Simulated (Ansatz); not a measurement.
Basis-set series for `[CH3][Ti-]1([OH])([OH])[O]C=CC=[O+]1`. Total charge 0; spin multiplicity 1. The structure was optimised at the PBE0-D4/def2-TZVP level. It is one conformer, not always the lowest.

```tsv
functional	basis	functions	energy (Eh)	HOMO (eV)	LUMO (eV)
PBE0-D4	def2-SVP	183	-1306.61332	-7.23	-1.93
PBE0-D4	def2-QZVPP	789	-1307.30186	-7.33	-2.13
ωB97M-V	def2-SVP	183	-1307.07879	-9.48	0.25
ωB97M-V	def2-QZVPP	789	-1307.78047	-9.63	-0.03
```

Task: Give the rows for def2-TZVPP. (Estimate.)

Result: Ansatz gave: 
| functional | basis | functions | energy (Eh) | HOMO (eV) | LUMO (eV) |
| --- | --- | --- | --- | --- | --- |
| PBE0-D4 | def2-TZVPP | 424 | -1307.26100 | -7.31 | -2.10 |
| ωB97M-V | def2-TZVPP | 424 | -1307.74226 | -9.62 | 0.02 |

Positive LUMOs are unbound and depend on the basis. Scalar relativity is left out up to krypton.
